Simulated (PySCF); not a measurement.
Electronic structure of B (boron, neutral) at the UHF level

Configuration: [He] 2s1 2p1 3s1, high-spin 4P determinant (an excited configuration). Computed with PySCF 2.14 in aug-cc-pwCVDZ, with no relativity, point nucleus.

* Total energy: -24.231351 hartree
* One-electron energy: -31.0910 hartree
* Hartree (Coulomb) energy: 10.5594 hartree
* Exchange energy: -3.6998 hartree
* Kinetic energy: 24.27520 hartree
* ⟨S²⟩: 3.7500
* ⟨L²⟩: 2.021
* Sum of ⟨r⟩: 9.873 bohr
* Sum of ⟨r²⟩: 42.98 bohr²
* Traceless quadrupole moment −½Σ⟨3z² − r²⟩ along its main axis: -1.18 e·bohr²
* Density at the nucleus (Gaussians lack the cusp): 68.1 bohr⁻³
* Spin density at the nucleus: 2.05 bohr⁻³
* Langevin diamagnetic susceptibility: -34.0 ×10⁻⁶ cm³/mol

| shell | electrons | mean orbital energy (eV) | rms radius, mean of both spins (bohr) |
| --- | --- | --- | --- |
| 1s α | 1 | -217.48 | 0.379 |
| 1s β | 1 | -215.39 | 0.379 |
| 2s α | 1 | -21.583 | 1.91 |
| 2p α | 1 | -15.186 | 2.03 |
| 3s α | 1 | -3.069 | 5.91 |

The outer electron is Rydberg-like, and this basis confines it to a smaller radius and binds it less than a complete one would.

Spin-orbit constants ζ (cm⁻¹) from the X2C one-electron operator on these orbitals (non-relativistic here): bare nucleus, nucleus screened by l(l+1)(2l+1)/3 electrons, and screened by the Breit-Pauli mean field of the electrons.

```
shell   bare  screened nucleus  mean field
   2p  30.25             18.15       13.25
```

To first order the Landé constant is A = 4.415 cm⁻¹, so the lowest level has J = 1/2 and lies 0.00137 eV below the centre of the term. This holds in LS coupling only.
